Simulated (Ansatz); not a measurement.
BeO+, multiplicity 2 (lowest of 2S+1 = 2, 4 at CCSD(T)/def2-TZVPP on PBE0 minima; our sources give no spin for the ground state, which may be another), most abundant isotopes (9.0122 and 15.9949 u). Constants from fifth-degree fits in 1/R to seven points on the lowest solution found; no spin–orbit coupling, no relativity up to Kr; ω_e x_e and α_e move by some per cent with the fit.

Cores are frozen in the correlated methods. CBS: X⁻³ extrapolation of the correlation energy, Hartree–Fock from the larger set.

Programs: Ansatz (a program for electronic structure) with Gaussian orbitals. Values without a source in brackets are computed.

```csv
level,r_e (Å),ω_e (cm⁻¹),ω_e x_e (cm⁻¹),α_e (cm⁻¹)
PBE/def2-TZVPP,1.4388,1212.2,9.34,0.0165
"CCSD(T)/CBS(aug-cc-pVTZ, aug-cc-pVQZ)",1.4224,1276.2,9.19,0.0162
```

Q: Derive the rotational constants, the centrifugal constant, the fundamental, the zero-point energy and the force constant.

A: 
μ = 5.76433 u.
- PBE/def2-TZVPP: B_e = 16.8576/(μ r_e²) = 1.4128 cm⁻¹; B₀ = B_e − α_e/2 = 1.4045 cm⁻¹; D = 4B_e³/ω_e² = 7.68e-06 cm⁻¹; fundamental ω_e − 2ω_e x_e = 1194 cm⁻¹; zero-point energy ω_e/2 − ω_e x_e/4 = 604 cm⁻¹; k = μ(2πcω_e)² = 499 N/m
- CCSD(T)/CBS(aug-cc-pVTZ, aug-cc-pVQZ): B_e = 16.8576/(μ r_e²) = 1.4454 cm⁻¹; B₀ = B_e − α_e/2 = 1.4373 cm⁻¹; D = 4B_e³/ω_e² = 7.42e-06 cm⁻¹; fundamental ω_e − 2ω_e x_e = 1258 cm⁻¹; zero-point energy ω_e/2 − ω_e x_e/4 = 636 cm⁻¹; k = μ(2πcω_e)² = 553 N/m
